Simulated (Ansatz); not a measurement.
NbSCl3⁺. Total charge 1; doublet. Geometry PBE-D4/def2-SVP, that of the neutral singlet; atoms count from 1.

Cartesian coordinates in Å:
```
Nb -0.0002 0.0111 0.0014
S 0.0296 -2.1147 -0.2676
Cl 2.1607 0.7115 0.2469
Cl -1.2299 0.4582 1.8745
Cl -0.9602 0.9339 -1.8553
```

In the def2 sets Nb takes a core potential; there is no spin–orbit coupling.

Question: Estimate the Mulliken populations from the PBE0/def2-TZVP orbitals of Ansatz.

Answer: 
| atom | charge (e) | spin (α − β) | d electrons |
| --- | --- | --- | --- |
| Nb1 | 1.29 | -0.09 | 2.98 |
| S2 | 0.06 | 0.85 | – |
| Cl3 | -0.13 | 0.04 | – |
| Cl4 | -0.13 | 0.04 | – |
| Cl5 | -0.09 | 0.16 | – |
Mulliken values depend strongly on the basis.

Question: Where does the spin sit?

Answer: Summed by element: Nb -0.09, S 0.85, Cl 0.24, of 1 unpaired in all. Largest on single atoms: S2 0.85, Cl5 0.16, Nb1 -0.09.

Question: And the Mayer bond orders between heavy atoms (over 0.3)?

Answer: Nb1–S2 1.60 (2.14 Å); Nb1–Cl3 1.29 (2.28 Å); Nb1–Cl4 1.29 (2.28 Å); Nb1–Cl5 1.31 (2.28 Å).
